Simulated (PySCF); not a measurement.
## Electronic structure of Sr⁺ (strontium, charge +1) at the M06-2X level

Configuration: [Kr] 5s1, 2S determinant. All numbers are calculated (PySCF 2.14, the spin-free X2C one-electron Hamiltonian (Gaussian nucleus), in x2c-TZVPall (8s6p6d1f, 63 functions)).

```
Total energy                        : -3179.23 hartree
One-electron energy                 : -4388.51 hartree
Hartree (Coulomb) energy            : 1315.25 hartree
Exchange-correlation energy         : -105.96 hartree
⟨S²⟩                                : 0.7501
⟨L²⟩                                : 0.000
Sum of ⟨r⟩                          : 26.29 bohr
Sum of ⟨r²⟩                         : 43.87 bohr²
Langevin diamagnetic susceptibility : -34.7 ×10⁻⁶ cm³/mol
Time after the integrals            : 15 s of wall time on 1 thread of Neoverse-V2 (shared host)
```

```json
{"shell": "1s α", "electrons": "1", "mean orbital energy (eV)": "-16062.0", "rms radius, mean of both spins (bohr)": "0.0451"}
{"shell": "1s β", "electrons": "1", "mean orbital energy (eV)": "-16062.0", "rms radius, mean of both spins (bohr)": "0.0451"}
{"shell": "2s α", "electrons": "1", "mean orbital energy (eV)": "-2211.3", "rms radius, mean of both spins (bohr)": "0.187"}
{"shell": "2s β", "electrons": "1", "mean orbital energy (eV)": "-2211.3", "rms radius, mean of both spins (bohr)": "0.187"}
{"shell": "2p α", "electrons": "3", "mean orbital energy (eV)": "-1968.2", "rms radius, mean of both spins (bohr)": "0.166"}
{"shell": "2p β", "electrons": "3", "mean orbital energy (eV)": "-1968.1", "rms radius, mean of both spins (bohr)": "0.166"}
{"shell": "3s α", "electrons": "1", "mean orbital energy (eV)": "-359.53", "rms radius, mean of both spins (bohr)": "0.527"}
{"shell": "3s β", "electrons": "1", "mean orbital energy (eV)": "-359.45", "rms radius, mean of both spins (bohr)": "0.527"}
{"shell": "3p α", "electrons": "3", "mean orbital energy (eV)": "-280.38", "rms radius, mean of both spins (bohr)": "0.537"}
{"shell": "3p β", "electrons": "3", "mean orbital energy (eV)": "-280.34", "rms radius, mean of both spins (bohr)": "0.537"}
{"shell": "3d α", "electrons": "5", "mean orbital energy (eV)": "-147.39", "rms radius, mean of both spins (bohr)": "0.547"}
{"shell": "3d β", "electrons": "5", "mean orbital energy (eV)": "-147.36", "rms radius, mean of both spins (bohr)": "0.547"}
{"shell": "4s α", "electrons": "1", "mean orbital energy (eV)": "-53.153", "rms radius, mean of both spins (bohr)": "1.45"}
{"shell": "4s β", "electrons": "1", "mean orbital energy (eV)": "-52.944", "rms radius, mean of both spins (bohr)": "1.45"}
{"shell": "4p α", "electrons": "3", "mean orbital energy (eV)": "-32.836", "rms radius, mean of both spins (bohr)": "1.68"}
{"shell": "4p β", "electrons": "3", "mean orbital energy (eV)": "-32.812", "rms radius, mean of both spins (bohr)": "1.68"}
{"shell": "5s α", "electrons": "1", "mean orbital energy (eV)": "-9.942", "rms radius, mean of both spins (bohr)": "4.16"}
```

Densities and radii are taken from the X2C orbitals without a picture-change correction, which distorts them close to the nucleus.
